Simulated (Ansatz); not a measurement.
Input for Ansatz (a quantum-chemistry and plane-wave program): R-B2PLYP/def2-TZVPPD on Br2 (SMILES BrBr) with ghost functions. Files ending in .json are basis or fitting sets from the Basis Set Exchange. The run froze 28 orbitals, filled d shells among them.

Ansatz 0.2 input:
```yaml
crystal:
  periodic: [false, false, false]
  atoms:
    - {symbol: Br, position_ang: [0.00218653, 0.14323600, 5.62323763]}
    - {symbol: Br, position_ang: [-0.11015381, -0.07750799, 3.30950344]}
basis:
  gaussian:
    orbitals: def2-TZVPPD.json
    ghost_atoms:
      - {symbol: Cl, position_ang: [-0.08714203, -0.25780912, 0.07877277]}
      - {symbol: H, position_ang: [0.95875619, 0.48574338, 0.07410081]}
hamiltonian:
  xc: {name: B2PLYP}
magnetization: {spin_polarized: false}
correlation: {electrons: outside_noble_gas}
scf: {lower_state_search: off}
```

Output:

```
WARN ansatz: RAYON_NUM_THREADS=2 ignored (pool sized by the plan → 2); use --threads N
Functional definition: B2PLYP
these checks for a lower state are left out or cut short: stability, starts, cluster_reference, orbital_swaps, neighbouring_geometries, increment
integrals: 0.26 GiB planned
1113 factors; integrals over basis functions are off by at most 1.1e-3 eV
mean field: 1.00 GiB planned
mean field evaluation 1: about -140066.5890 eV, gradient 8.8e0 eV
mean field evaluation 2: about -140066.6545 eV, gradient 9.1e0 eV
mean field evaluation 4: about -140066.8229 eV, gradient 8.8e-1 eV
mean field evaluation 8: about -140066.8265 eV, gradient 5.4e-3 eV
mean field evaluation 16: about -140066.8265 eV, gradient 3.6e-6 eV
mean field -140066.82653599 eV, -5147.3609344927 hartree, gradient 3.6e-6 eV, S^2 0.000000; 0 other end points of the search recorded, 0 dependent functions left out
28 core orbitals not correlated
reference -140066.82667974 eV, -5147.3609397756 hartree; 7, 7 occupied and 147, 147 virtual orbitals, 1113 factors
second order -10.74985457 eV of doubles, -0.00000000 eV of singles
Total energy: -140069.72914048 eV, -5147.4676032402 hartree
Checks for a lower state left out: stability, starts, cluster_reference, orbital_swaps, neighbouring_geometries, increment
```

The run converged.

Cost: roughly 7 core-seconds.
